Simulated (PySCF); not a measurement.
Polarisability and C₆ of S (sulfur, neutral)

[Ne] 3s2 3p3 4s1, high-spin 5S determinant (an excited configuration). Computed with PySCF 2.14 in dyall-av3z, with the spin-free X2C one-electron Hamiltonian (Gaussian nucleus). Coupled (time-dependent) response in atomic units; α is the mean over directions.

```tsv
method	mean α (bohr³)	C₆ (like pair)	S(−4)
UHF	450.7	6134	299000
PBE	355.8	4570	168500
PBE0	392.7	5251	207000
B97-3	423.9	5897	239100
```

S(−4) is the Cauchy moment in α(ω) = α(0) + S(−4) ω² + …

α(iu) at PBE:

| u (hartree) | α(iu) (bohr³) |
| --- | --- |
| 0 | 355.8 |
| 0.0500 | 166.2 |
| 0.100 | 69.37 |
| 0.200 | 26.73 |
| 0.300 | 16.47 |
| 0.500 | 9.293 |
| 0.750 | 5.618 |
| 1.00 | 3.738 |
| 1.50 | 1.968 |
| 2.00 | 1.205 |
| 3.00 | 0.5891 |
| 5.00 | 0.2375 |

A single London oscillator, α(iu) = α/(1 + u²/ω²), gives C₆ = (3/4) ω α². Matching the computed C₆ needs ω = 4 × 4570 / (3 × 355.8²) = 0.0481 hartree.

The outer electron is Rydberg-like, and this basis confines it to a smaller radius and binds it less than a complete one would.
